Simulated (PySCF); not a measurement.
## Radial density of Os(2+) (osmium, charge +2)

r2SCAN, [Xe] 4f14 5d5 6s1, high-spin 7S determinant (an excited configuration). All numbers are calculated (PySCF 2.14, scalar relativity by spin-free X2C-1e, in x2c-TZVPPall with one added diffuse shell each of s, p, d, f type (12s8p8d4f1g, 113 functions)).

| r (bohr) | 4πr²ρ (e/bohr) | 4πr²(ρα − ρβ) |
| --- | --- | --- |
| 0.0137 | 104.8 | 0.0006 |
| 0.0230 | 91.79 | -0.0034 |
| 0.0387 | 121.8 | 0.0273 |
| 0.0651 | 134.2 | 0.1661 |
| 0.109 | 111.0 | 0.3517 |
| 0.184 | 116.5 | 0.0061 |
| 0.310 | 69.90 | 0.5220 |
| 0.521 | 63.52 | 0.1071 |
| 0.876 | 21.06 | 1.6522 |
| 1.47 | 8.515 | 3.7703 |
| 2.48 | 1.594 | 1.4607 |
| 4.17 | 0.1386 | 0.1386 |
| 7.02 | 0.0001258 | 0.0001 |
| 11.8 | 0.0001575 | 0.0002 |

Densities and radii are taken from the X2C orbitals without a picture-change correction, which distorts them close to the nucleus.

Spin-orbit coupling, which splits the p, d and f shells strongly at this Z, is absent.

Problem. Where is the radial spin density 4πr²(ρα − ρβ) most negative, and why is it negative at all?

Solution. Around r = 0.0230 bohr, down to -0.0034 e/bohr: exchange with the open shell polarises the paired shells in an unrestricted calculation.
